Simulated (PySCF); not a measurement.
Several species in one continuum solvent.

Level: wB97X-D/def2-SVPD in PySCF, non-relativistic, each on one gas-phase PBE0-D3(BJ)/def2-SVP geometry that isn't relaxed in the solvent. The solvent is an IEF-PCM continuum (Bondi radii, 1.10 Å for H, scaled by 1.2). Specific hydrogen bonds and non-electrostatic terms are outside this model.

Question: Order them by E(solvent) − E(gas) in cyclohexane (ε = 2.017), most negative first (kcal/mol).
A. `[CH3:1][C:2](=[O:3])[O:4][CH2:5][CH2:6][B:7]([F:8])[F:9]` with C1–C2–O4–C5 178°, C2–O4–C5–C6 -78°, O4–C5–C6–B7 -173°, C5–C6–B7–F8 -178°
B. `[F:1][B:2]([F:3])[CH2:4][CH2:5][CH:6]([F:7])[F:8]` with F1–B2–C4–C5 -168°, B2–C4–C5–C6 -172°, C4–C5–C6–F7 178°
C. `CN(C)BN(C)C`

Answer: A (-2.6), B (-2.1), C (-0.7).

```
        SMILES  charge  ΔE (kcal/mol)  polarisation term (kcal/mol)  HOMO shift (eV)  dipole gas (D)  dipole solvent (D)  atoms  lowest singlet, gas (eV)  lowest singlet, solvent (eV)
CC(=O)OCCB(F)F       0           -2.6                          -2.8            -0.01            2.60                2.86     16                      5.98                          6.03
  FB(F)CCC(F)F       0           -2.1                          -2.2            +0.13            1.68                1.86     13                      8.60                          8.59
   CN(C)BN(C)C       0           -0.7                          -0.7            +0.03            1.07                1.23     20                      5.88                          5.86
```

The polarisation term is half the interaction of the solute with the induced surface charges. Singlets are vertical TDDFT energies (frozen core, non-equilibrium response), the lowest in each medium.

Note: wB97X-D ran without an empirical dispersion term, which enters the total energy and its gradient alone.
